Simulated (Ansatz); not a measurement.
Consider the substitution at a C–C bond: `CCC(C)CS` + `[NH2][In]([NH2])[OH]` → `C[O][In]([NH2])[NH2]` + `CC(C)CS`.

Isolated molecules relaxed with PBE0-D4/def2-TZVP in Ansatz; ΔE leaves out vibrations. CCSD(T)/CBS adds triple-zeta CCSD(T) − MP2 to the extrapolated MP2 energy (def2 sets, frozen cores). Functionals use def2-TZVPP. B3LYP here is the variant with VWN-RPA as its local correlation; programs differ in this. Elements past krypton have def2 core potentials. For In outer-core shells are correlated without core-valence functions, which leaves a few kJ/mol of doubt a bond. Each species was taken in one conformer, which may not be the lowest.

```json
{"level": "PBE-D4", "ΔE (kcal/mol)": "13.3", "difference from CCSD(T)/CBS": "-1.4"}
{"level": "r2SCAN-D4", "ΔE (kcal/mol)": "13.3", "difference from CCSD(T)/CBS": "-1.4"}
{"level": "PBE0-D4", "ΔE (kcal/mol)": "13.9", "difference from CCSD(T)/CBS": "-0.8"}
{"level": "B3LYP-D4", "ΔE (kcal/mol)": "12.5", "difference from CCSD(T)/CBS": "-2.2"}
{"level": "ωB97X-V", "ΔE (kcal/mol)": "13.4", "difference from CCSD(T)/CBS": "-1.3"}
{"level": "ωB97M-V", "ΔE (kcal/mol)": "14.1", "difference from CCSD(T)/CBS": "-0.6"}
{"level": "PBE", "ΔE (kcal/mol)": "12.9", "difference from CCSD(T)/CBS": "-1.8"}
{"level": "r2SCAN", "ΔE (kcal/mol)": "13.1", "difference from CCSD(T)/CBS": "-1.6"}
{"level": "PBE0", "ΔE (kcal/mol)": "13.6", "difference from CCSD(T)/CBS": "-1.1"}
{"level": "B3LYP", "ΔE (kcal/mol)": "12.0", "difference from CCSD(T)/CBS": "-2.7"}
{"level": "HF/def2-TZVPP", "ΔE (kcal/mol)": "11.2", "difference from CCSD(T)/CBS": "-3.5"}
{"level": "CCSD(T)/def2-TZVPP", "ΔE (kcal/mol)": "14.2", "difference from CCSD(T)/CBS": "-0.5"}
{"level": "HF/def2-QZVPP", "ΔE (kcal/mol)": "11.1", "difference from CCSD(T)/CBS": "-3.6"}
{"level": "HF/CBS(def2)", "ΔE (kcal/mol)": "11.1", "difference from CCSD(T)/CBS": "-3.6"}
{"level": "MP2/CBS(def2)", "ΔE (kcal/mol)": "16.2", "difference from CCSD(T)/CBS": "1.5"}
{"level": "CCSD/CBS(def2)", "ΔE (kcal/mol)": "14.5", "difference from CCSD(T)/CBS": "-0.2"}
{"level": "CCSD(T)/CBS", "ΔE (kcal/mol)": "14.7", "difference from CCSD(T)/CBS": "0"}
```

Largest T1 diagnostic among the species: 0.015.

In def2-TZVPP, CCSD(T) changes the Hartree–Fock value by +3.0 kcal/mol (the triples alone add +0.2 kcal/mol) and MP2 by +4.4 kcal/mol.
